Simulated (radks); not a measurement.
Coulomb parameter of the 4d shell of the rhodium ion Rh3+ in the model configuration [Kr] 4d5 5s1, as a second difference U = [E(n + 1) + E(n - 1) - 2 E(n)] / (1)^2 with all orbitals relaxed. "Bare": the charge of the atom changes with n. "Screened": the 5s shell takes up the change at fixed total charge, which measures U(4d,4d) + U(5s,5s) - 2 U(4d,5s). Calculated with a radial shooting solver on a logarithmic mesh with Libxc functionals: scalar-relativistic Kohn-Sham, BLYP, spin-unpolarised, spherical densities, finite nucleus; Fermi nuclear charge, rms radius 4.4945 fm.

| case | configuration | E - E(n) (eV) |
|---|---|---|
| start | [Kr] 4d5 5s1 | 0.000 |
| bare +1 | [Kr] 4d6 5s1 | -36.171 |
| bare -1 | [Kr] 4d4 5s1 | 50.950 |
| screened +1 | [Kr] 4d6 | -10.535 |
| screened -1 | [Kr] 4d4 5s2 | 12.825 |

U(bare) = 14.779 eV, U(screened by 5s) = 2.290 eV, against the Slater integral F0(4d,4d) = 18.460 eV with frozen orbitals.
